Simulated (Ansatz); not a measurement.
Reaction (cleavage of the Si–Si bond): `O[Si@H](F)[Si@H](O)F` + `CN[SiH2]O` → `CN([SiH2]O)[SiH](O)F` + `O[SiH2]F`

Program: Ansatz. Geometries: PBE0-D4/def2-TZVP. ΔE: electronic, gas phase. CBS: MP2 limit from def2 TZ/QZ plus the TZ coupled-cluster correction, frozen cores. DFT in def2-TZVPP. One conformer a species, not always the lowest.

CCSD(T)/CBS gives -113.2 kJ/mol.

Another level gave -105.3 kJ/mol. Which?
A. ωB97X-V/def2-TZVPP
B. MP2/def2-TZVPP
C. ωB97M-V/def2-TZVPP
D. PBE0/def2-TZVPP

A. ωB97X-V -105.3, PBE0 -91.5, ωB97M-V -113.8, MP2/def2-TZVPP -124.0 kJ/mol.

Largest T1 diagnostic among the species: 0.013.

From PBE to PBE0 (25 % exact exchange), in def2-TZVPP and without D4, ΔE moves by −12.5 kJ/mol. The D4 term adds −9.1 kJ/mol with B3LYP and −4.9 kJ/mol with PBE0; it sums over pairs of atoms, weighted by their polarisabilities, and B3LYP, whose exchange is more repulsive, gets the larger term.

B3LYP here is the variant with VWN-RPA as its local correlation; programs differ in this.
